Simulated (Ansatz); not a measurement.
The cluster Bi₃S₃⁺. Charge 1, multiplicity 1. Geometry PBE-D4/def2-SVP.

Cartesian coordinates in Å:
```
Bi 0.115 -1.621 1.232
Bi 1.747 0.013 -3.317
Bi -1.091 1.615 0.625
S 0.638 0.006 -1.229
S 0.769 0.688 2.119
S -2.179 -0.700 0.571
```

In the def2 sets Bi takes a core potential; there is no spin–orbit coupling. The restricted singlet is unstable towards broken spin symmetry at other levels; at PBE-D4/def2-TZVP, BLYP-D4/def2-TZVP, r2SCAN-D4/def2-TZVP, PBE0-D4/def2-TZVP and others this wasn't settled. Another isomer (singlet) lies 1.98 eV lower at PBE0-D4/def2-TZVP; other spin states weren't run for this one.

Estimate the orbital energies around the gap (eV) in Ansatz with PBE-D4/def2-TZVP, BLYP-D4/def2-TZVP, r2SCAN-D4/def2-TZVP, PBE0-D4/def2-TZVP, CAM-B3LYP-D4/def2-TZVP.


```tsv
orbital	PBE-D4/def2-TZVP	BLYP-D4/def2-TZVP	r2SCAN-D4/def2-TZVP	PBE0-D4/def2-TZVP	CAM-B3LYP-D4/def2-TZVP
HOMO−13	-20.41	-20.23	-21.12	-22.52	-24.17
HOMO−12	-19.24	-19.08	-19.74	-20.86	-22.58
HOMO−11	-18.21	-18.04	-18.68	-19.73	-21.22
HOMO−10	-17.33	-17.19	-17.75	-18.78	-20.26
HOMO−9	-12.54	-12.31	-12.85	-13.66	-14.86
HOMO−8	-12.31	-12.10	-12.64	-13.44	-14.65
HOMO−7	-11.84	-11.62	-12.15	-12.98	-14.22
HOMO−6	-11.46	-11.27	-11.78	-12.54	-13.73
HOMO−5	-11.34	-11.14	-11.61	-12.43	-13.65
HOMO−4	-10.57	-10.39	-10.83	-11.53	-12.67
HOMO−3	-10.55	-10.37	-10.80	-11.51	-12.63
HOMO−2	-10.27	-10.09	-10.51	-11.26	-12.42
HOMO−1	-9.74	-9.56	-9.97	-10.75	-11.93
HOMO	-8.49	-8.34	-8.65	-9.08	-9.88
LUMO	-8.03	-7.93	-7.99	-7.34	-6.30
LUMO+1	-7.37	-7.25	-7.38	-6.87	-6.08
LUMO+2	-7.16	-7.04	-7.19	-6.70	-5.96
LUMO+3	-6.78	-6.69	-6.64	-6.10	-5.24
LUMO+4	-6.39	-6.29	-6.24	-5.71	-4.86
LUMO+5	-5.54	-5.44	-5.30	-4.76	-3.83
```
